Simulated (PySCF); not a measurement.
Compound: C4H9FO2S.
Cartesian coordinates in Å at the PBE0-D3(BJ)/def2-SVP level; atoms count from 1:
```
atom  x, y, z in Å
C1    -0.6830    1.5869   -0.4443
C2    -0.5145    0.2161    0.1591
C3    -1.6879   -0.7124   -0.0233
F4    -0.2219    0.3359    1.5001
S5     0.9512   -0.6403   -0.5937
C6     2.3568    0.1927    0.1198
O7     0.9073   -0.3710   -2.0311
O8     0.9656   -2.0129   -0.0944
H9     0.1875    2.2235   -0.2309
H10   -1.5720    2.0655   -0.0077
H11   -0.8060    1.5085   -1.5318
H12   -2.5880   -0.2509    0.4078
H13   -1.8574   -0.9011   -1.0928
H14   -1.4845   -1.6680    0.4770
H15    3.2262   -0.3644   -0.2545
H16    2.3927    1.2342   -0.2209
H17    2.2887    0.1180    1.2110
```

Computed with PBE0-D3(BJ)/def2-SVP geometry optimisation, gas phase in PySCF 2.14.0.

Masses are those of the commonest isotopes; rigid-rotor values at the optimised geometry. The values belong to one conformer with, in the numbering `[CH3:1][C:2]([CH3:3])([F:4])[S:5]([CH3:6])(=[O:7])=[O:8]`, C1–C2–S5–C6 73°.

(1) What are A, B and C (cm⁻¹)?

(2) Classify the top.

(3) Is it planar, by Δ = Ic − Ia − Ib?

(4) List the rotational levels J(Ka,Kc) to J = 3 (MHz).

(5) Which lines would a microwave search look for?

(6) Estimate the classical rotational partition function at 25 K, 200 K and 500 K.

## Answers

(1) Ia = 216.65, Ib = 327.72, Ic = 333.66 u·Å²; 505379 MHz·u·Å²/I gives 2333, 1542 and 1515 MHz, that is A = 0.07781, B = 0.05144, C = 0.05052 cm⁻¹.

(2) A near-prolate asymmetric top. Ray's parameter κ = (2B − A − C)/(A − C) = -0.933; −1 is the prolate and +1 the oblate limit.

(3) Not planar: Δ = Ic − Ia − Ib = -210.71 u·Å². For a rigid frame Δ = −2 Σ m c², so Σ m c² = 105.36 u·Å² lies off the ab plane: 11.64 from hydrogen and 93.72 from heavier atoms. The atom farthest from that plane is 2.17 Å away.

(4) Above 0(0,0):
J = 1: 1(0,1) 3057, 1(1,1) 3847, 1(1,0) 3875
J = 2: 2(0,2) 9170, 2(1,2) 9933, 2(1,1) 10016, 2(2,1) 12388, 2(2,0) 12388
J = 3: 3(0,3) 18337, 3(1,3) 19062, 3(1,2) 19227, 3(2,2) 21558, 3(2,1) 21562, 3(3,1) 25580, 3(3,0) 25580

(5) The dipole components are |μa| = 2.18 D, |μb| = 2.67 D, |μc| = 0.49 D. Intensities carry the squares of the components, which stand as 0.67 : 1.00 : 0.03 (a : b : c). Some lines, for components of 0.1 D or more:

```csv
type,branch,"J(Ka,Kc)",MHz,lower level (cm⁻¹)
c,Q,"2(1,2) ← 2(0,2)",764,0.306
c,Q,"1(1,1) ← 1(0,1)",791,0.102
b,Q,"1(1,0) ← 1(0,1)",818,0.102
b,Q,"2(1,1) ← 2(0,2)",846,0.306
c,Q,"2(2,1) ← 2(1,1)",2372,0.334
b,Q,"2(2,0) ← 2(1,1)",2373,0.334
b,Q,"2(2,1) ← 2(1,2)",2454,0.331
a,R,"1(0,1) ← 0(0,0)",3057,0.000
b,R,"1(1,1) ← 0(0,0)",3847,0.000
c,R,"1(1,0) ← 0(0,0)",3875,0.000
b,R,"2(0,2) ← 1(1,1)",5322,0.128
a,R,"2(1,2) ← 1(1,1)",6086,0.128
a,R,"2(0,2) ← 1(0,1)",6113,0.102
a,R,"2(1,1) ← 1(1,0)",6141,0.129
b,R,"2(1,2) ← 1(0,1)",6877,0.102
c,R,"2(1,1) ← 1(0,1)",6959,0.102
b,R,"2(2,1) ← 1(1,0)",8513,0.129
c,R,"2(2,0) ← 1(1,0)",8514,0.129
c,R,"2(2,1) ← 1(1,1)",8540,0.128
b,R,"2(2,0) ← 1(1,1)",8541,0.128
```

(6) Point group C1, symmetry number σ = 1; q = (√π/σ)·√((kT/h)³/(ABC)), k/h = 20836.6 MHz/K: 9030 at 25 K, 204000 at 200 K, 807000 at 500 K.

Stationary, but not proved a minimum. These are rigid-rotor constants of the computed structure; measured ground-state constants (B0) also hold zero-point vibration. A rigid rotor knows nothing of internal rotation, which can split or shift real lines.

The run took 1.9 min wall on one thread of an Arm Neoverse V1 (shared host). This is the geometry optimisation.
